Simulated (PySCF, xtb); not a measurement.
HfCl2I2, SMILES [Cl][Hf]([Cl])([I])[I], multiplicity 1.

Harmonic wavenumbers (cm⁻¹) from GFN2-xTB (xtb) at its own minimum, in rising order: 35, 43, 44, 56, 71, 163, 201, 285, 306.

Task: What does PBE0-D3(BJ)/def2-SVP run with PySCF give at its own minimum? (An estimate is asked for; the answer gives what the named calculation found.)

Result: 50, 69, 75, 80, 92, 196, 222, 388, 397. Paired by order, the mean absolute difference is 41 cm⁻¹ and the zero-point energies are 1.7 and 2.2 kcal/mol.
